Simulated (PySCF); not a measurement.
**C5H13OSi: g tensor and hyperfine couplings**

Species: C5H13OSi (doublet state).
Z-matrix (Å and degrees, GFN2-xTB geometry), rows numbered from 1:
```
C 
C   1  1.4679
O   2  1.3937  1  114.13
Si  3  1.6225  2  127.66  1   -71.94
C   4  1.8902  3  103.34  2  -179.12
C   5  1.5235  4  111.51  3   174.82
C   6  1.5246  5  112.25  4   178.97
H   1  1.0694  2  120.03  3    -1.65
H   1  1.0712  2  119.60  3  -178.14
H   2  1.1054  1  110.51  3   119.90
H   2  1.1064  1  110.06  3  -123.65
H   4  1.4690  3  112.39  2    60.38
H   4  1.4707  3  110.11  2   -59.09
H   5  1.0913  4  110.57  3    53.32
H   5  1.0915  4  110.34  3   -64.03
H   6  1.0919  5  109.26  4    57.48
H   6  1.0919  5  109.32  4   -59.62
H   7  1.0882  6  110.48  5   -60.33
H   7  1.0883  6  110.44  5    59.46
H   7  1.0881  6  110.76  5   179.55
```

The hyperfine couplings belong to this conformer and change with its torsions.

Identity: `[CH2]CO[SiH2]CCC` [radical].

Computed with UKS B3LYP, pcH-1 on C H O Si, non-relativistic, mean-field spin-orbit, GIAO in PySCF. The structure is a single GFN2-xTB conformer in the gas phase; no vibrational or solvent corrections. The geometry wasn't refined by DFT: couplings that depend on bond lengths, twists or pyramidal angles can differ widely from those at the functional's own minimum. Stability of the SCF solution: not tested.

| Item | Value |
| --- | --- |
| g1, g2, g3 | 2.00222, 2.00272, 2.00291 |
| g_iso | 2.00262 |
| Form of g | rhombic: the two nearest values differ by 28 % of g3 − g1 |
| ⟨S²⟩ | 0.7537 (exact 0.7500) |

Hyperfine couplings atom by atom, in MHz; T1 to T3 are the principal values of the dipolar part; ρ(0) is the spin density at the nucleus:

| atom | isotope | a_iso | of which spin–orbit | T1 | T2 | T3 | Mulliken spin population | ρ(0) (bohr⁻³) |
| --- | --- | --- | --- | --- | --- | --- | --- | --- |
| C1 | 13C | 87.3 | -0.1 | -81.5 | -80.9 | 162.5 | 1.07 | 0.0777 |
| C2 | 13C | -38.5 | 0.0 | -2.8 | 0.8 | 1.9 | -0.09 | -0.0343 |
| O3 | 17O | 0.3 | 0.0 | -1.4 | 0.6 | 0.8 | 0.00 | -0.0004 |
| Si4 | 29Si | 0.9 | 0.0 | -0.7 | 0.1 | 0.6 | 0.00 | -0.0011 |
| C5 | 13C | 0.3 | 0.0 | -0.2 | -0.2 | 0.4 | 0.00 | 0.0002 |
| C6 | 13C | 0.0 | 0.0 | -0.1 | -0.1 | 0.2 | 0.00 | 0.0000 |
| C7 | 13C | 0.0 | 0.0 | 0.0 | 0.0 | 0.1 | 0.00 | 0.0000 |
| H8 | 1H | -65.3 | 0.0 | -39.8 | 0.3 | 39.5 | -0.04 | -0.0146 |
| H9 | 1H | -62.5 | 0.0 | -39.2 | -0.4 | 39.5 | -0.04 | -0.0140 |
| H10 | 1H | 138.7 | 0.0 | -5.7 | -3.3 | 9.0 | 0.05 | 0.0310 |
| H11 | 1H | 126.1 | 0.0 | -5.7 | -3.8 | 9.6 | 0.05 | 0.0282 |
| H12 | 1H | 4.0 | 0.0 | -2.1 | -1.9 | 4.0 | 0.00 | 0.0009 |
| H13 | 1H | 0.1 | 0.0 | -1.2 | -1.1 | 2.3 | 0.00 | 0.0000 |
| H14 | 1H | 0.2 | 0.0 | -0.5 | -0.5 | 1.0 | 0.00 | 0.0000 |
| H15 | 1H | 0.0 | 0.0 | -0.6 | -0.6 | 1.2 | 0.00 | 0.0000 |
| H16 | 1H | 0.0 | 0.0 | -0.4 | -0.3 | 0.7 | 0.00 | 0.0000 |
| H17 | 1H | 0.0 | 0.0 | -0.3 | -0.3 | 0.6 | 0.00 | 0.0000 |
| H18 | 1H | 0.0 | 0.0 | -0.2 | -0.2 | 0.4 | 0.00 | 0.0000 |
| H19 | 1H | 0.0 | 0.0 | -0.2 | -0.2 | 0.3 | 0.00 | 0.0000 |
| H20 | 1H | 0.0 | 0.0 | -0.1 | -0.1 | 0.3 | 0.00 | 0.0000 |

Largest spin populations (Mulliken): C1 (+1.07) and C2 (-0.09). No atom but C1 exceeds +0.15. The angles at C1 add up to 359.9°, so it is planar; its axial dipolar tensor and the negative couplings of its protons fit spin in a p orbital normal to that plane.

Axes: g2 points within 5° of the C1–C2 bond.

Under fast tumbling the dipolar parts average out, and these isotropic splittings remain: 2 × 1H (H10/H11, I = 1/2, 3 lines) with 4.72 mT, 2 × 1H (H8/H9, I = 1/2, 3 lines) with 2.28 mT and 2 × 1H (H12/H13, I = 1/2, 3 lines) with 0.07 mT.

Means are taken over nuclei equivalent by connectivity, which assumes that they swap fast.

The 13C coupling of C1 (87.3 MHz) shows only in satellite lines or after enrichment, since that isotope makes up about 1.07 % of natural carbon.

β density exceeds α density at some nuclei, such as C2 (-0.0343), H8/H9 (-0.0143) and Si4 (-0.0011), spin density in bohr⁻³. In a single determinant that takes different orbitals for the two spins, that is spin polarisation.

The run took 65 s (with the writing of density and orbital grids) on one thread of an AMD EPYC 9R45, no GPU, on a shared host, and the process peaked at 1.1 GiB of memory.
